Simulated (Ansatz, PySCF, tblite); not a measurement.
Dissociation curve of SiH (cation, charge +1), singlet.

Computed with: GFN2-xTB, 300 K electronic temperature (tblite); UKS-B3LYP/6-31G* = unrestricted B3LYP/6-31G*, spherical d (PySCF 2.14.0); UHF/STO-3G = unrestricted Hartree-Fock/STO-3G run with PySCF 2.14.0; FCI = full CI/cc-pVQZ, frozen core (Ansatz, a program for electronic structure).

Energies relative to the lowest point of each curve near equilibrium, in eV; the last columns give the difference from FCI:

| R / Å | GFN2-xTB | UKS-B3LYP/6-31G* | UHF/STO-3G | FCI | GFN2-xTB − FCI | UKS-B3LYP/6-31G* − FCI | UHF/STO-3G − FCI |
|---|---|---|---|---|---|---|---|
| 1.24 | 1.046 | 1.021 | 0.962 | 0.911 | 0.135 | 0.111 | 0.051 |
| 1.31 | 0.452 | 0.513 | 0.426 | 0.441 | 0.011 | 0.071 | -0.016 |
| 1.38 | 0.148 | 0.205 | 0.124 | 0.164 | -0.016 | 0.041 | -0.040 |
| 1.43 | 0.043 | 0.079 | 0.022 | 0.055 | -0.012 | 0.023 | -0.033 |
| 1.46 | 0.012 | 0.034 | 0.000 | 0.019 | -0.007 | 0.014 | -0.019 |
| 1.52 | 0.000 | 0.000 | 0.029 | 0.000 | 0.000 | 0.000 | 0.029 |
| 1.57 | 0.028 | 0.019 | 0.117 | 0.028 | 0.000 | -0.009 | 0.088 |
| 1.62 | 0.081 | 0.072 | 0.252 | 0.088 | -0.007 | -0.016 | 0.164 |
| 1.63 | 0.093 | 0.086 | 0.284 | 0.103 | -0.010 | -0.017 | 0.181 |
| 1.79 | 0.365 | 0.419 | 0.966 | 0.445 | -0.080 | -0.026 | 0.521 |
| 1.88 | 0.551 | 0.664 | 1.449 | 0.689 | -0.138 | -0.025 | 0.759 |
| 2.03 | 0.886 | 1.110 | 2.088 | 1.123 | -0.237 | -0.014 | 0.965 |
| 2.28 | 1.461 | 1.855 | 2.631 | 1.816 | -0.355 | 0.039 | 0.815 |
| 2.56 | 2.071 | 2.527 | 2.877 | 2.436 | -0.365 | 0.090 | 0.441 |
| 2.74 | 2.422 | 2.783 | 2.950 | 2.729 | -0.307 | 0.054 | 0.220 |
| 3.06 | 2.933 | 3.034 | 3.009 | 3.069 | -0.135 | -0.035 | -0.059 |
| 3.27 | 3.184 | 3.121 | 3.026 | 3.197 | -0.013 | -0.076 | -0.170 |
| 3.76 | — | 3.221 | 3.040 | 3.335 | — | -0.114 | -0.295 |
| 4.15 | — | 3.257 | 3.043 | 3.372 | — | -0.115 | -0.329 |
| 4.54 | — | 3.278 | 3.044 | 3.386 | — | -0.108 | -0.343 |
| 5.41 | — | 3.296 | 3.044 | 3.395 | — | -0.100 | -0.352 |
| 6.03 | — | 3.297 | 3.044 | 3.397 | — | -0.100 | -0.354 |

GFN2-xTB is furthest from FCI at 2.56 (-0.365 eV, below); its mean absolute difference over the points is 0.108 eV.

UKS-B3LYP/6-31G* is furthest from FCI at 4.15 (-0.115 eV, below); its mean absolute difference over the points is 0.055 eV.

UHF/STO-3G is furthest from FCI at 2.03 (0.965 eV, above); its mean absolute difference over the points is 0.284 eV.

A dash means that the run gave no value there, or that the column was ended at a point which the program doubted or which failed a test of continuity chosen for this set; such a test can also cut sound points.

The unrestricted determinant behind UKS-B3LYP/6-31G* is spin-contaminated at 2.56 to 6.03 Å (<S²> up to 1.0, against 0.00 for a pure singlet). The unrestricted determinant behind UHF/STO-3G is spin-contaminated at 1.88 to 6.03 Å (<S²> up to 1.0, against 0.00 for a pure singlet).
